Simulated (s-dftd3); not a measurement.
C8H12, charge -1, doublet, at a GFN2-xTB geometry (a state made from the parent by changing its charge; the spin is typed, not shown lowest); D3(op) for pbe0 (s-dftd3).

The s-dftd3 input:
```
$ s-dftd3 mol.xyz --op pbe0 --json dftd3.json --noedisp --grad

# file mol.xyz
20

C     -0.69087412    -1.74553618    -0.18585767
C      0.68862544    -1.74702532    -0.18012278
C      1.52375294    -0.58781095    -0.54879789
C      1.52040289     0.58452485     0.56145313
C      0.69087412     1.74553618     0.18585767
C     -0.68862544     1.74702532     0.18012278
C     -1.52375294     0.58781095     0.54879789
C     -1.52040289    -0.58452485    -0.56145313
H     -1.20491430    -2.57513596     0.29530008
H      1.19685513    -2.57772862     0.30528478
H      1.17729101    -0.12804771    -1.47804495
H      2.56346734    -0.90412835    -0.69801976
H      2.55952115     0.89859820     0.71931718
H      1.16523511     0.12551900     1.48778336
H      1.20491430     2.57513596    -0.29530008
H     -1.19685513     2.57772862    -0.30528478
H     -1.17729101     0.12804771     1.47804495
H     -2.56346734     0.90412835     0.69801976
H     -1.16523511    -0.12551900    -1.48778336
H     -2.55952115    -0.89859820    -0.71931718
```

Write the output that s-dftd3 gives for this input, abridged.


```
-----------------------------------
 s i m p l e   D F T - D 3  v1.4.0
-----------------------------------

Optimized power damping: pbe0-D3(op)
--------------------
   s6        0.8829
   s8        0.0000
   s9        0.0000
   a1        0.1500
   a1        4.7500
  alp       14.0000
 beta        6.0000
--------------------

Dispersion energy:      -1.2333319117401E-02 Eh

Gradient norm:           6.7762732879752E-04 Eh/a0
--------------------------------------------------
     #    Z           dE/dx      dE/dy      dE/dz
--------------------------------------------------
     1    6 C    -1.259E-04 -1.076E-04 -8.470E-05
     2    6 C     1.264E-04 -1.079E-04 -8.365E-05
     3    6 C     1.659E-04 -1.037E-04  1.198E-04
     4    6 C     1.672E-04  1.034E-04 -1.184E-04
     5    6 C     1.259E-04  1.076E-04  8.470E-05
     6    6 C    -1.264E-04  1.079E-04  8.365E-05
     7    6 C    -1.659E-04  1.037E-04 -1.198E-04
     8    6 C    -1.672E-04 -1.034E-04  1.184E-04
     9    1 H     1.668E-06 -8.837E-05 -5.009E-05
    10    1 H    -1.442E-06 -8.837E-05 -5.011E-05
    11    1 H     7.113E-05 -4.560E-05  5.091E-05
    12    1 H     4.885E-05 -4.605E-05  5.467E-05
    13    1 H     4.940E-05  4.595E-05 -5.426E-05
    14    1 H     7.165E-05  4.544E-05 -5.031E-05
    15    1 H    -1.668E-06  8.837E-05  5.009E-05
    16    1 H     1.442E-06  8.837E-05  5.011E-05
    17    1 H    -7.113E-05  4.560E-05 -5.091E-05
    18    1 H    -4.885E-05  4.605E-05 -5.467E-05
    19    1 H    -7.165E-05 -4.544E-05  5.031E-05
    20    1 H    -4.940E-05 -4.595E-05  5.426E-05
--------------------------------------------------

Virial:
--------------------------------------------------
      component           x          y          z
--------------------------------------------------
          x       4.143E-03 -4.936E-06  2.409E-05
          y      -4.936E-06  3.959E-03  1.140E-03
          z       2.409E-05  1.140E-03 -1.356E-03
--------------------------------------------------

[Info] JSON dump of results written to 'dftd3.json'
```
